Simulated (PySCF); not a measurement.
**V⁺ (vanadium, charge +1) across methods**

[Ar] 3d3 4s1, high-spin 5F determinant (an excited configuration). Calculation: PySCF 2.14, in aug-cc-pVTZ (8s7p5d3f2g, 93 functions); no relativity, point nucleus. The B2PLYP total includes its PT2 part (frozen core); its orbital energies are those of the SCF part.

| method | E (hartree) | mean ε 3p β (eV) | mean ε 3d α (eV) | mean ε 4s α (eV) | Σ⟨r²⟩ (bohr²) | ⟨S²⟩ |
| --- | --- | --- | --- | --- | --- | --- |
| r2SCAN | -943.628 | -50.251 | -14.535 | -11.600 | 27.61 | 6.001 |
| r2SCAN0 | -943.617 | -52.639 | -16.400 | -12.215 | 27.59 | 6.001 |
| PBE0 | -943.451 | -52.124 | -16.006 | -12.044 | 27.74 | 6.001 |
| M06 | -943.579 | -52.396 | -15.539 | -11.858 | 27.84 | 6.000 |
| LDA | -941.473 | -49.592 | -14.082 | -11.631 | 27.70 | 6.000 |
| wB97X-V | -943.519 | -54.735 | -18.344 | -13.797 | 27.89 | 6.001 |
| PBE | -943.409 | -49.486 | -14.030 | -11.404 | 27.83 | 6.000 |
| B2PLYP | -943.403 | -54.584 | -17.956 | -12.577 | 27.80 | 6.001 |
| UHF | -942.68307 | -58.742 | -21.497 | -13.605 | 28.09 | 6.002 |
